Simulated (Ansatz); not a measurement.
Consider the ligand exchange at the Si–O bond: `CO[SiH2]N[SiH3]` + HBr → `[SiH3]N[SiH2]Br` + CH₃OH.

Program: Ansatz. Geometries: PBE0-D4/def2-TZVP. ΔE: electronic, gas phase. CBS: MP2 limit from def2 TZ/QZ plus the TZ coupled-cluster correction, frozen cores. This one scheme is used for every species. DFT in def2-TZVPP. B3LYP here is the variant with VWN-RPA as its local correlation; programs differ in this. For Br outer-core shells are correlated without core-valence functions, which leaves a few kJ/mol of doubt a bond. Scalar relativity is left out up to krypton. Each species was taken in one conformer, which may not be the lowest.

Q: Is it downhill or uphill in electronic energy at CCSD(T)/CBS, and by how much? (Best estimate.)

A: Ansatz gave: Nearly level: ΔE = -1.1 kJ/mol.

Q: What do these levels give: PBE-D4, r2SCAN, B3LYP, MP2/def2-QZVPP, SCS-MP2/def2-QZVPP, HF/CBS(def2)? (Estimate.)

A: The calculation gave: PBE-D4 -6.8, r2SCAN -0.7, B3LYP 2.6, MP2/def2-QZVPP -2.1, SCS-MP2/def2-QZVPP 1.4, HF/CBS(def2) 6.4 kJ/mol.

Largest T1 diagnostic among the species: 0.011.
